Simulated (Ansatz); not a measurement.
Ansatz (a quantum-chemistry and plane-wave program) input (CCSD(T)/def2-SVPD):

Ansatz 0.2 input:
```yaml
crystal:
  periodic: [false, false, false]
  atoms:
    - {symbol: Si, position_ang: [-1.02045013, 0.20913649, -0.08488517]}
    - {symbol: F, position_ang: [-1.61315357, -0.38576751, 1.26857891]}
    - {symbol: F, position_ang: [-1.48255093, -0.77152057, -1.25186748]}
    - {symbol: Br, position_ang: [1.20421835, 0.21393377, 0.02965684]}
basis:
  gaussian:
    orbitals: def2-SVPD
magnetization: {spin_polarized: true, initial_magnetization: 1}
correlation: {method: ccsd_t, electrons: outside_noble_gas}
output: {forces: true}
```

Output:

```
Functional definition: HF
integrals: 0.28 GiB planned
1065 factors; integrals over basis functions are off by at most 5.4e-4 eV
0.78 GiB of device memory are held for the factors and their scratch space
mean field: 0.77 GiB planned
mean field evaluation 1: about -83258.6931 eV, gradient 2.5e1 eV
mean field evaluation 2: about -83258.6998 eV, gradient 2.5e1 eV
mean field evaluation 4: about -83261.4238 eV, gradient 2.2e0 eV
mean field evaluation 8: about -83261.5071 eV, gradient 3.3e-1 eV
mean field evaluation 16: about -83261.5095 eV, gradient 1.7e-6 eV
mean field evaluation 32: about -83256.9835 eV, gradient 1.6e-1 eV
mean field -83261.50954087 eV, -3059.8040389486 hartree, gradient 1.7e-6 eV, S^2 0.755038; 0 other end points of the search recorded, 0 dependent functions left out
21 core orbitals not correlated
reference -83261.50954087 eV, -3059.8040389486 hartree; 13, 12 occupied and 77, 78 virtual orbitals, 1065 factors
densities: 4.04 GiB planned
second order -16.01217615 eV of doubles, -0.00000000 eV of singles
coupled cluster: 1.72 GiB planned
cycle   1  -16.01223567 eV  change   -6.0e-5 eV  update   1.0e-1
cycle   2  -16.36508967 eV  change   -3.5e-1 eV  update   3.1e-2
cycle   3  -16.46244414 eV  change   -9.7e-2 eV  update   1.7e-2
cycle   4  -16.46000638 eV  change    2.4e-3 eV  update   4.7e-3
cycle   5  -16.45619583 eV  change    3.8e-3 eV  update   2.4e-3
cycle   6  -16.45722338 eV  change   -1.0e-3 eV  update   9.9e-4
cycle   7  -16.45755215 eV  change   -3.3e-4 eV  update   3.8e-4
cycle   8  -16.45756663 eV  change   -1.4e-5 eV  update   1.7e-4
cycle   9  -16.45760424 eV  change   -3.8e-5 eV  update   7.0e-5
cycle  10  -16.45758822 eV  change    1.6e-5 eV  update   2.9e-5
cycle  11  -16.45758670 eV  change    1.5e-6 eV  update   1.4e-5
cycle  12  -16.45759125 eV  change   -4.5e-6 eV  update   5.8e-6
cycle  13  -16.45759191 eV  change   -6.6e-7 eV  update   2.3e-6
perturbative correction -0.41130770 eV, -0.0151152791 hartree
the calculation of the forces begins
0.78 GiB of device memory are held for the factors and their scratch space
Total energy: -83278.37844047 eV, -3060.4239595749 hartree
Atom 0 at    -1.020450     0.209136    -0.084885 Å, force     0.903639     1.437703    -0.173216 eV/Å
Atom 1 at    -1.613154    -0.385768     1.268579 Å, force    -0.537034    -0.542992     1.228014 eV/Å
Atom 2 at    -1.482551    -0.771521    -1.251867 Å, force    -0.418591    -0.892831    -1.057779 eV/Å
Atom 3 at     1.204218     0.213934     0.029657 Å, force     0.051986    -0.001881     0.002982 eV/Å
Dipole moment:     0.019526     0.227380    -0.033789 e Å
```

It need not be the lowest isomer of its formula.
